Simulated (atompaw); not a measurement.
# Scattering properties, PAW (atompaw) potential for manganese

atompaw 4.2.0.5 input, output lines left out:

```
Mn 25
LDA-PW scalarrelativistic loggrid 1500 logderivrange -8 5 326
4 4 3 0 0 0
4 0 1
4 1 1
3 2 5
0 0 0
c
c
v
v
c
v
v
v
2
2.15 1.90 1.60 1.45
n
n
y
0.4
n
custom polynom vanderbiltortho sinc
3 -0.5 troulliermartins
1.10
1.35
1.05
1.40
2.15
2.15
```

The phase is arctan(r·u′/u) with u = r·R(r), unwrapped; energies in Ry, scanned from -8 to 5 Ry. A pole is an energy at which the radial function vanishes at the test radius. The pseudo phase is shifted by a multiple of π to meet the all-electron one at the reference energy, and phase errors are pseudo minus all-electron; the curves can meet again beyond the range given. Levels narrower than the energy grid can be missing from the lists of poles.

```
channel  radius (bohr)  reference energy (Ry)  poles, all-electron  poles, pseudo  unbroken range about the reference energy with phases within 0.05 rad  phase error 1 Ry above the reference energy (rad)
      s           2.16                  -0.46          -6.35, 3.63    -6.35, 3.62                                                        the whole range                                             +0.000
      p           2.16                  -0.16          -4.03, 4.80    -4.03, 4.77                                                        the whole range                                             -0.000
      d           2.16                  -0.63                -0.29          -0.29                                                              below 2.7                                             +0.000
```

Phases in the s channel:

```tsv
E (Ry)	all-electron	pseudo
-8.00	1.383	1.383
-7.52	1.371	1.371
-7.04	1.351	1.351
-6.56	1.228	1.228
-6.08	-1.730	-1.730
-5.60	-1.769	-1.769
-5.12	-1.789	-1.789
-4.64	-1.807	-1.807
-4.16	-1.827	-1.827
-3.68	-1.851	-1.851
-3.20	-1.881	-1.881
-2.72	-1.919	-1.919
-2.24	-1.971	-1.971
-1.76	-2.049	-2.049
-1.28	-2.175	-2.175
-0.80	-2.407	-2.407
-0.32	-2.877	-2.877
0.16	-3.592	-3.592
0.64	-4.098	-4.098
1.12	-4.349	-4.349
1.60	-4.485	-4.485
2.08	-4.569	-4.569
2.56	-4.627	-4.627
3.04	-4.670	-4.670
3.52	-4.705	-4.705
4.00	-4.736	-4.736
4.48	-4.763	-4.763
4.96	-4.790	-4.790
```
